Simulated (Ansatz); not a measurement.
Molecule: sum formula SiPH₄, net charge 0, doublet state. It need not be the lowest isomer of its formula. 
Structure (B3LYP-D3(BJ)/def2-TZVP (Ansatz, a first-principles code) minimum search):
```
Si
H 1 1.4808
H 1 1.4839 2 108.99
H 1 1.4839 2 108.99 3 -118.40
P 1 2.2606 2 109.00 3 120.80
H 5 1.4248 1 91.77 2 180.00
```
Charge 0, spin multiplicity 2.

Wanted: vertical electron affinity (to the singlet state of charge -1; a negative value means that the extra electron is unbound and the number depends on the basis; each state is the SCF solution reached for its spin), in eV. Cores are frozen in the correlated levels unless marked. UHF or UKS for open shells. No spin-orbit coupling. Non-relativistic. Anions need diffuse functions: aug- sets have them; def2-D sets add few. CBS marks a two-point X^-3 extrapolation of the correlation energy; Hartree-Fock from the larger set. [CCSD(T)-MP2]/basis is that difference in the basis named.

| level | program | vertical electron affinity (eV) |
|---|---|---|
| B3LYP/def2-TZVPD | Ansatz | 1.60 |
| SCS-MP2/def2-SVPD | Ansatz | 1.26 |
| CCSD/aug-cc-pV(T+d)Z | Ansatz | (withheld) |
| RI-MP2/CBS(aug-cc-pV(T+d)Z,aug-cc-pV(Q+d)Z)+[CCSD(T)-MP2]/aug-cc-pV(T+d)Z | Ansatz | (withheld) |

Problem. Complete the blanks.

Solution. 
- CCSD/aug-cc-pV(T+d)Z, vertical electron affinity (eV): 1.56
- RI-MP2/CBS(aug-cc-pV(T+d)Z,aug-cc-pV(Q+d)Z)+[CCSD(T)-MP2]/aug-cc-pV(T+d)Z, vertical electron affinity (eV): 1.77
